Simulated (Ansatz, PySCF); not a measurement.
The pair A = CH4O (SMILES CO) (first 6 atoms), B = H2 (SMILES [H][H]); geometry from B3LYP-D3(BJ)/def2-TZVP.
(charge 0, multiplicity 1):
```xyz
8

C      0.68555     0.34948    -0.35468
O     -0.66138     0.20278     0.07653
H      1.37289    -0.28148     0.21927
H      0.95633     1.39134    -0.19043
H      0.80218     0.12518    -1.42035
H     -0.93647    -0.70742    -0.07222
H     -0.21498    -0.20730     2.54535
H      0.05452    -0.44675     3.19862
```

Frozen-core correlation. CBS(a, b) extrapolates the correlation energy as X⁻³ and adds the Hartree–Fock energy of set b.

The values were computed with Ansatz (Gaussian basis) for Hartree–Fock, density functionals and correlated methods; PySCF for the dispersion terms. Values without a source in brackets are computed.

The monomers are drawn apart, rigid, along the line of their centres of mass. Counterpoise-corrected interaction energies (kcal/mol):

| level | R = 4.085 Å | R = 5.102 Å |
|---|---|---|
| PBE/def2-TZVPPD | -0.3176 | -0.0887 |
| PBE-D3(BJ)/def2-TZVPPD | -0.4507 | -0.1287 |
| wB97M-V/def2-TZVPPD | -0.3269 | -0.1096 |
| CCSD(T)/CBS(aug-cc-pVDZ, aug-cc-pVTZ) | -0.3491 | -0.1111 |

Problem. R is the distance of the centres of mass. Find the local exponent m of E ∝ R⁻ᵐ between the two points.

Solution. 
m = ln(E₁/E₂)/ln(R₂/R₁): PBE/def2-TZVPPD 5.7; PBE-D3(BJ)/def2-TZVPPD 5.6; wB97M-V/def2-TZVPPD 4.9; CCSD(T)/CBS(aug-cc-pVDZ, aug-cc-pVTZ) 5.1. For scale, two fixed dipoles give m = 3, dipole and quadrupole 4, quadrupoles 5, and dispersion or dipole-induced dipole 6 at long range; at these distances several terms mix, and what is left of overlap and damping shifts m, so it need not match one of them.

Ansatz is an electronic-structure program.
